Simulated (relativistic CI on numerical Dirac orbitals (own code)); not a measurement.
## Cu4+ in a cubic cluster: 3p photoemission with charge transfer

Computed with a charge-transfer multiplet model of a cubic metal-ligand cluster with up to 3 ligand holes, Slater and spin-orbit integrals from Dirac-Coulomb-Breit ions, Slater integrals scaled by 0.9. The parameters are those of a tetrahedral site (10Dq negative, t2 hopping the larger). The ground state mixes d7 with configurations of k ligand holes L, whose averages lie at kΔ + k(k − 1)U_dd/2; a core hole lowers each added d electron by U_cd. 300 K, Lorentzian 0.9 eV and Gaussian 0.8 eV FWHM.

Atomic integrals in eV (Slater integrals scaled, ζ unscaled), ground: F2dd 13.318, F4dd 8.350, zeta_d 0.120; with the core hole: F2dd 14.131, F4dd 8.897, zeta_d 0.129, zeta_core 1.819, F2cd 14.537, G1cd 17.747, G3cd 10.966.

Cluster parameters (eV): Δ = 1.2, U_dd = 8, 10Dq = -0.4, 10Dq(ligand) = 0, V(eg) = 1.4, V(t2g) = -2.38, final-state hopping factor = 0.8.

| Case | n_d | d7 | d8L | d9L2 | d10L3 | S |
| --- | --- | --- | --- | --- | --- | --- |
| U_cd = 8.5 eV | 7.42 | 0.60 | 0.37 | 0.03 | 0.00 | 1.50 |
| U_cd = 9.1 eV | 7.42 | 0.60 | 0.37 | 0.03 | 0.00 | 1.50 |
| U_cd = 9.7 eV | 7.42 | 0.60 | 0.37 | 0.03 | 0.00 | 1.50 |
| U_cd = 10.3 eV | 7.42 | 0.60 | 0.37 | 0.03 | 0.00 | 1.50 |
| U_cd = 11.5 eV | 7.42 | 0.60 | 0.37 | 0.03 | 0.00 | 1.50 |

Weights, n_d and S are thermal averages at 300 K. Binding energies count from the first peak over 30 % of the highest in each spectrum, which can be another peak from case to case. The parameters are a model scan and need not match a compound or its usual spin state. Peaks in eV (height, largest 100):
- U_cd = 8.5 eV: 0.0 (100), 6.8 (81), 12.2 (34), 17.2 (21), 19.8 (25), 21.6 (19), 24.2 (15), 27.0 (18), 32.6 (20)
- U_cd = 9.1 eV: 0.0 (100), 6.9 (84), 12.6 (37), 17.3 (23), 20.7 (26), 23.4 (13), 26.7 (18), 33.1 (22)
- U_cd = 9.7 eV: 0.0 (100), 7.2 (88), 12.8 (39), 17.3 (25), 20.7 (32), 25.7 (24), 30.1 (6), 33.7 (25)
- U_cd = 10.3 eV: 0.0 (100), 7.3 (93), 10.6 (40), 13.5 (37), 14.0 (37), 17.0 (28), 21.2 (32), 25.6 (29), 30.6 (7), 34.2 (27)
- U_cd = 11.5 eV: 0.0 (100), 7.3 (95), 11.1 (56), 14.4 (48), 16.2 (39), 17.3 (40), 20.2 (21), 22.6 (30), 25.7 (31), 32.0 (8), 35.6 (32)

For the case U_cd = 9.7 eV, Δ = 1.2 eV is smaller than U_dd = 8 eV, the charge-transfer side of the Zaanen-Sawatzky-Allen scheme. With the core hole the configuration with one ligand hole lies at Δ − U_cd = -7.3, -7.9, -8.5, -9.1, -10.3 eV from the one without, in the order of the table; where this is negative the screened configuration lies lower.
